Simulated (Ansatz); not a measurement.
```yaml
atoms:
  - { symbol: C, position_ang: [-0.0340, -0.0204, -1.0521] }
  - { symbol: S, position_ang: [-0.0354, 0.0071, 0.5501] }
  - { symbol: H, position_ang: [-0.0320, -0.9570, -1.6398] }
  - { symbol: H, position_ang: [-0.0063, 0.8801, -1.6131] }
```

Basis set: aug-cc-pVDZ (spherical functions). Correlated methods keep 6 orbitals frozen. Charge 0, multiplicity 1.

Computed with Ansatz (development build ahead of 0.2.0); each method stands on the lowest determinant of its kind that the runs found. Restricted open shells among the atoms or ions are ROHF, correlated in semicanonical orbitals with singles.

Q: Give the atomization energy at this shape (free ground-state atoms in the same class of orbitals less the molecule, no zero-point energy) of singlet CH₂S by RHF-MP2, RHF.

A:

| method | atomization energy |
| --- | --- |
| RHF-MP2 | 13.14 eV |
| RHF | 9.72 eV |
